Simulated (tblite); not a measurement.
Species: C3H10NPSi.
Numbering: `[H]/[P:6]=[C:4](\[N:2]([CH3:1])[CH3:3])[SiH3:5]` (hydrogens: H7, H8, H9 on C1; H10, H11, H12 on C3; H13, H14, H15 on Si5; H16 on P6)

Computed geometry: GFN2-xTB, gas phase.

**Question.** What internal coordinates does the optimisation give?

**Answer.** 
```
                  bond  length (Å)
          C1–N2, N2–C3       1.441
                 N2–C4       1.354
                C4–Si5       1.898
                 C4=P6       1.709
         C1–H7, C3–H12       1.097
C1–H8 and 3 like bonds       1.090
      Si5–H13, Si5–H15       1.470
               Si5–H14       1.455
                P6–H16       1.397
```

Bonds in one row agree within 0.01 Å and their mean is given. A selection of angles:
```
      angle  degrees
   N2–C1–H7    111.9
   N2–C1–H8    109.1
   H7–C1–H8    108.7
   C1–N2–C3    114.5
   C1–N2–C4    121.6
 H10–C3–H12    108.4
  N2–C4–Si5    121.7
   N2–C4–P6    127.7
  Si5–C4–P6    110.5
 C4–Si5–H13    109.8
 C4–Si5–H14    108.2
H13–Si5–H14    110.4
H13–Si5–H15    108.0
H14–Si5–H15    110.6
  C4–P6–H16    100.6
```

Torsions: C1–N2–C4–Si5 -178° (antiperiplanar). The mirror-image conformer, all signs reversed, is as good.

Si5 (SiH3 silicon) is tetrahedral (angles from 108.0° to 110.6°). Of the pairs four or more bonds apart, Si5···H11 is among the closest relative to their van der Waals radii: 2.57 Å, 78 % of the sum of Bondi's values. The C–N distances run from 1.354 Å (N2–C4, drawn single) to 1.442 Å (C1–N2, drawn single), a spread of 0.088 Å. N2 (nitrogen bonded to 3 C) is almost planar (angles 122.2°, 121.6° and 114.5°, sum 358.4°, 0.10 Å off the plane of its three neighbours).

Point group: C1 (no symmetry element, even within 0.4 Å). Its GFN2-xTB frequencies are all real (lowest 50 cm⁻¹).

The run took 1.7 s of wall time on an Arm Neoverse N1 with one thread, no GPU (shared host). This is the geometry optimisation.
